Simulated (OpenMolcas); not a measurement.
## Re: effect of the active space

```
Program             : OpenMolcas
Method              : CASSCF or its RAS form
Basis               : ANO-RCC-VTZP
Scalar Hamiltonian  : DKH2, point nucleus
Spin-orbit coupling : RASSI with atomic mean-field integrals over the reference wave functions, term energies averaged over their components
```

A. 5 electrons in 5 orbitals (5d); 2S+1 = 6 even, 1 root; 2S+1 = 4 even, 24 roots; 2S+1 = 2 even, 75 roots (67 in the spin-orbit step); cost roughly 30 core-seconds
B. 7 electrons in 6 orbitals (5d 6s); 2S+1 = 6 even, 6 roots; 2S+1 = 4 even, 59 roots; 2S+1 = 2 even, 53 roots; cost of the order of 60 core-seconds
C. 7 electrons in 9 orbitals (RAS2 5d 6s; RAS3 6p, at most 2 electrons); 2S+1 = 6 even, 6 roots; 2S+1 = 4 even, 59 roots kept (CI in the orbitals of an earlier block); 2S+1 = 2 even, 53 roots kept (CI in the orbitals of an earlier block); 2S+1 = 6 odd, 3 roots; 2S+1 = 8 odd, 3 roots kept (CI in the orbitals of an earlier block); cost roughly 5 core-minutes

Energies in cm-1 above 5d5 6s2 6S 5/2, the measured ground level; measured values from NIST Handbook of Basic Atomic Spectroscopic Data.

```json
{"Level": "5d5 6s2 6S 5/2", "A": "0.0", "B": "0.0", "C": "0.0", "Measured": "0.0"}
{"Level": "5d5 6s2 4G 7/2 [54 %]", "A": "21124", "B": "17168", "C": "18364", "Measured": ""}
{"Level": "5d5 6s2 4G 11/2", "A": "21551", "B": "17937", "C": "19154", "Measured": "16307"}
{"Level": "5d5 6s2 4G 9/2", "A": "22022", "B": "18501", "C": "19577", "Measured": "16619"}
{"Level": "5d5 6s2 4D 7/2 [60 %]", "A": "26582", "B": "19072", "C": "20620", "Measured": ""}
{"Level": "5d5 6s2 4D 1/2 [69 %]", "A": "29141", "B": "22180", "C": "23438", "Measured": ""}
{"Level": "5d5 6s2 4D 3/2 [52 %]", "A": "29997", "B": "23135", "C": "24532", "Measured": ""}
{"Level": "5d5 6s2 2I 11/2 [68 %]", "A": "30221", "B": "25643", "C": "28026", "Measured": ""}
{"Level": "5d5 6s2 2I 13/2 [69 %]", "A": "32204", "B": "28172", "C": "30084", "Measured": ""}
```

Deviations, from unrounded energies. A percentage is the sum of absolute deviations over the sum of measured energies, with the sign that they share, or ± where signs differ.

```json
{"Against measurement": "mean absolute deviation (cm-1)", "Levels": "2", "A": "5300", "B": "1800", "C": "2900"}
{"Against measurement": "other terms of the ground configuration (%)", "Levels": "2", "A": "+32.3", "B": "+10.7", "C": "+17.6"}
```

B lies closest to measurement on these levels and A furthest from it. The largest miss of B in the table is 5d5 6s2 4G 9/2, by +1900 cm-1. The ranking rests on the paired levels alone, and a cruder setting can come out closer through cancelling errors.

The spin-orbit steps hold different terms of 5d5 6s2 (B lacks a 2D, a 2G; C lacks a 2D, a 2G), which shifts levels as well.

Among A to C the level of the table that moves most is 5d5 6s2 4D 7/2 [60 %], by 7500 cm-1 (lowest in B, highest in A).

Without dynamic correlation excited terms often stand tens of per cent too high (terms of higher spin than the ground term too low), and those without a measured partner can miss by more than the paired ones. Some high roots are left out of the spin-orbit mixing, which shifts the levels that they would mix with (holds for A). With the s shell closed, the reference lacks s² → p², s² → d² and s → d mixing, so excited terms can stand far too high and out of order, with CASPT2 too (holds for A). Configurations are named by rounded mean occupations; where the s occupation lies near a half they are strongly mixed, a name can repeat and a true partner stay unpaired (holds for B; C). Terms from blocks run as CI alone lack orbitals of their own (holds for C). Computed and measured levels are paired by configuration, term and J; levels that our copy of the source lacks, or whose pairing is in doubt (as where it misses far off the trend of its configuration), stay unpaired and out of the deviations. Only configurations of the active space appear. The table leaves out levels that lie high or whose names do not pair safely across all columns.

A share in square brackets marks a mixed level and gives the weight of the term that names it, the lowest over the columns.
